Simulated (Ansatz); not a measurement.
Cost and result for the atomization energy of CH7OSi2, SMILES `CO[SiH][SiH3]` radical (11 atoms, 10 bonds).

```xyz
11

C    -1.3746    0.4594   -1.7435
O    -0.2702    0.0188   -0.9873
Si    0.2393    0.7258    0.4128
Si    1.6067   -0.7859    1.5523
H    -2.2107    0.7577   -1.1005
H    -1.0989    1.3081   -2.3776
H    -1.7011   -0.3623   -2.3833
H    -0.9642    1.1620    1.1973
H     2.8126   -1.0772    0.7336
H     0.9289   -2.0729    1.8757
H     2.0323   -0.1336    2.8204
```

Total charge 0; spin multiplicity 2. Geometry: relaxed with PBE0-D4/def2-TZVP. It is one conformer, not always the lowest. Program: Ansatz. Hardware: A = 2 threads of an AMD EPYC 7R13 on a shared host; B = 2 threads of an AMD EPYC 7R13 on a shared host and a share of an NVIDIA H100 80 GB. Times are those of one run each, without the atoms' runs, and a repeat can differ threefold. Electronic energies, without spin–orbit coupling; frozen cores. CCSD(T)/CBS adds CCSD(T) − MP2 in def2-TZVPP to the MP2 limit, and its time is that of the two runs behind it. T1 = 0.015; ⟨S²⟩ of the reference is 0.76. B3LYP takes the VWN-RPA correlation (the form of Gaussian; ORCA's B3LYP/G). HSE06 is the plane-wave form, built on full-range PBE exchange.

CCSD(T)/CBS is a level of theory with its own doubt, some kJ/mol a heavy atom from the limit and from the frozen cores, so smaller differences don't rank the functionals.

```tsv
level	functions	wall time
LDA (SPW92)/def2-TZVPP [A]	244	2.2 s
MP2/def2-QZVPP [B]	464	4 s
revPBE-D4/def2-TZVPP [A]	244	4.1 s
PBE0-D4/def2-TZVPP [A]	244	7 s
CCSD(T)/def2-TZVPP [B]	244	7 s
HSE06-D4/def2-TZVPP [A]	244	7.5 s
B3LYP-D4/def2-TZVPP (with forces) [A]	244	8.5 s
CAM-B3LYP-D4/def2-TZVPP [A]	244	8.5 s
CCSD(T)/CBS(def2)	–	11 s
r2SCANh-D4/def2-TZVPP [A]	244	12 s
CCSD(T)/def2-SVP [A]	99	13 s
ωB97X-V/def2-TZVPP [A]	244	15 s
ωB97M-V/def2-TZVPP (with forces) [A]	244	20 s
```

**Question.** What atomization energy does each give, and how far from CCSD(T)/CBS? (Best estimate.)

**Answer.** Computed: 
| level | atomization (kJ/mol) | difference from CCSD(T)/CBS | per bond |
| --- | --- | --- | --- |
| LDA (SPW92)/def2-TZVPP [A] | 4058.2 | 457.5 | 45.7 |
| MP2/def2-QZVPP [B] | 3574.5 | -26.2 | -2.6 |
| revPBE-D4/def2-TZVPP [A] | 3553.7 | -47.0 | -4.7 |
| PBE0-D4/def2-TZVPP [A] | 3579.2 | -21.5 | -2.1 |
| CCSD(T)/def2-TZVPP [B] | 3507.0 | -93.7 | -9.4 |
| HSE06-D4/def2-TZVPP [A] | 3581.3 | -19.4 | -1.9 |
| B3LYP-D4/def2-TZVPP (with forces) [A] | 3605.0 | 4.3 | 0.4 |
| CAM-B3LYP-D4/def2-TZVPP [A] | 3619.7 | 19.0 | 1.9 |
| CCSD(T)/CBS(def2) | 3600.7 | 0.0 | 0.0 |
| r2SCANh-D4/def2-TZVPP [A] | 3595.0 | -5.7 | -0.6 |
| CCSD(T)/def2-SVP [A] | 3364.5 | -236.2 | -23.6 |
| ωB97X-V/def2-TZVPP [A] | 3620.8 | 20.1 | 2.0 |
| ωB97M-V/def2-TZVPP (with forces) [A] | 3598.0 | -2.7 | -0.3 |

From r2SCAN to r2SCAN0 (25 % exact exchange), in def2-TZVPP and without D4, the atomization energy moves by −45.5 kJ/mol: exact exchange takes away binding that semilocal exchange gives to molecules. The D4 term adds +35.0 kJ/mol with B3LYP and +18.3 kJ/mol with PBE0; it sums over pairs of atoms, weighted by their polarisabilities, and B3LYP, whose exchange is more repulsive, gets the larger term. In def2-TZVPP, CCSD(T) changes the Hartree–Fock value by +830.5 kJ/mol (the triples alone add +40.3 kJ/mol) and MP2 by +841.7 kJ/mol; breaking electron pairs costs correlation energy, which Hartree–Fock lacks.
